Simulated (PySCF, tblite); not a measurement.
Compound: C₆H₁₁O₂P.
Cartesian coordinates in Å at the PBE0-D3(BJ)/def2-SVP level; atoms count from 1:
```xyz
20
C6H11O2P angstrom
O     -0.4436    0.9671    1.5857
P     -0.0583    0.6114    0.1860
O      0.3859    1.9180   -0.6947
C     -1.4104   -0.1423   -0.7190
C     -2.2714   -1.1285    0.0294
C     -2.8067    0.2255   -0.2890
C      1.3600   -0.4822   -0.0047
C      2.4402   -0.4135    1.0430
C      2.7232    0.0631   -0.3401
H     -0.0502    2.6973   -0.3252
H     -1.2268   -0.3203   -1.7836
H     -2.0118   -1.3270    1.0732
H     -2.6469   -1.9898   -0.5288
H     -2.8928    0.9300    0.5429
H     -3.5618    0.3259   -1.0723
H      1.0959   -1.4719   -0.3913
H      2.8738   -1.3596    1.3766
H      2.3032    0.3270    1.8363
H      3.3574   -0.5481   -0.9873
H      2.7921    1.1393   -0.5165
```

Jobs on this species (20 atoms, 78 electrons) with PySCF (density fitting) and tblite. Hardware of each: one thread, AMD EPYC 9R45 (x86_64), no GPU (shared host). Other jobs ran on the host; a repeat could differ by tens of per cent or more.

Question: Rank these jobs by wall time, shortest first.
A. CAM-B3LYP/def2-SVPD; 10 singlets by full TDDFT, 4 Tamm–Dancoff triplets, polarisability, ΔSCF ions; 278 basis functions
B. PBE0-D3(BJ)/def2-SVP, grid level 1; geometry optimisation from a GFN2-xTB start shaken at random; 185 basis functions
C. PBE0/pcSseg-1, IEF-PCM methanol; shieldings, ring-centre shieldings; 215 basis functions
D. GFN2-xTB; Hessian by finite differences

Answer: D (0.55 s), C (23 s), B (91 s), A (5.0 min).

All jobs:

| level and settings | work | basis functions | SCF cycles | wall time |
| --- | --- | --- | --- | --- |
| GFN2-xTB | Hessian by finite differences | – | – | 0.55 s |
| B3LYP/pcSseg-1 | shieldings, ring-centre shieldings | 215 | 15 | 22 s |
| PBE0/pcSseg-1, IEF-PCM methanol | shieldings, ring-centre shieldings | 215 | 14 | 23 s |
| PBE0/pcSseg-1, IEF-PCM acetonitrile | shieldings, ring-centre shieldings, charges and field gradients | 215 | 14 | 24 s |
| PBE0/pcSseg-1 | shieldings, ring-centre shieldings, charges and field gradients | 215 | 14 | 24 s |
| PBE0-D3(BJ)/def2-SVP, grid level 1 | geometry optimisation from a GFN2-xTB start shaken at random | 185 | 64 | 91 s |
| CAM-B3LYP/def2-SVPD | 10 singlets by full TDDFT, 4 Tamm–Dancoff triplets, polarisability, ΔSCF ions | 278 | 14 | 5.0 min |

What do all jobs in the table cost together?

About 8.1 min; the longest takes about 62 % of that, and about 550 times as long as the shortest.
